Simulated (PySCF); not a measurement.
## Assignment exercise: C7H7F

Mapped SMILES: `[CH3:1][c:2]1[cH:3][cH:4][cH:5][cH:6][c:7]1[F:8]` (H(Xn): hydrogen on atom n).

- structure optimised with GFN2-xTB
- shielding tensors at PBE0/pcSseg-1 (GIAO)
- run in PySCF
- no solvent, fast rotation and ring inversion assumed for equivalent nuclei, non-relativistic Hamiltonian, a single conformation

Shifts are taken against calculated references (same method and geometry level): $^{13}$C (186.93 ppm), $^{1}$H (31.72 ppm) against TMS.

Problem. Assign these signals to the numbered atoms. $^{13}$C{$^{1}$H} NMR (computed): δ 171.6 (C), 136.5 (CH), 132.9 (CH), 131.4 (C), 129.0 (CH), 120.8 (CH), 18.5 (CH3).

Solution. 
```tsv
δ (ppm)	atoms	environment	reason
171.6	C7	aromatic carbon bearing fluorine	an ipso carbon deshielded by its heteroatom
136.5	C3	aromatic CH	the aromatic region
132.9	C5	aromatic CH	–
131.4	C2	substituted aromatic carbon	–
129.0	C4	aromatic CH	the aromatic region
120.8	C6	aromatic CH	–
18.5	C1	methyl carbon on an aromatic ring	saturated and bonded to C and H only
```

C5 and C2 lie closer than the usual error of such a calculation, so a measured spectrum could show them in the other order.

Problem. Assign these signals to the numbered atoms. $^{1}$H NMR (400 MHz, computed): δ 7.50 (m, 1H), 7.47 (m, 1H), 7.30 (m, 1H), 7.30 (m, 1H), 2.47 (s, 3H).

Solution. 
7.50 → H(C3), hydrogen on an aromatic CH: it sits in the deshielding region of the aromatic ring current
7.47 → H(C5), hydrogen on an aromatic CH
7.30 → H(C4), hydrogen on an aromatic CH
7.30 → H(C6), hydrogen on an aromatic CH
2.47 → H(C1), hydrogen on a methyl carbon on an aromatic ring: benzylic-type position, deshielded by the ring

H(C3) and H(C5); H(C4) and H(C6) lie closer than the usual error of such a calculation, so a measured spectrum could show them in the other order.

Splittings by $^{19}$F in the carbon and heteronuclear signals aren't shown, as no couplings were computed. Shifts are as computed. Against solution values, carbons near 30 ppm lie about +3 ppm off and those near 130 ppm about +5 ppm. Of 1211 compounds with measured shifts, 218 miss one by over three times the rms of a fit or turn the order of signals round; such compounds aren't used in these exercises. Multiplicities follow the n + 1 count of equivalent neighbours, as no J values were calculated; m marks all less simple cases, F and P coupling included.
